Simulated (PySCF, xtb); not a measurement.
C4H5Si, SMILES C1[SiH2][C]=CC=1, multiplicity 2.

Harmonic wavenumbers (cm⁻¹) from GFN2-xTB in xtb at its own minimum, in rising order: 207, 326, 448, 451, 514, 574, 620, 731, 734, 780, 797, 838, 901, 987, 1105, 1168, 1269, 1544, 1622, 2278, 2278, 3037, 3066, 3090.

Q: What does PBE0-D3(BJ)/def2-SVP in PySCF give at its own minimum? (The exact figures need the calculation; the answer reports its results.)

A: 217, 334, 487, 574, 601, 673, 707, 736, 766, 853, 864, 933, 967, 999, 1096, 1210, 1317, 1572, 1654, 2246, 2246, 3170, 3183, 3236. Paired by order, the mean absolute difference is 59 cm⁻¹ and the zero-point energies are 42.0 and 43.8 kcal/mol.
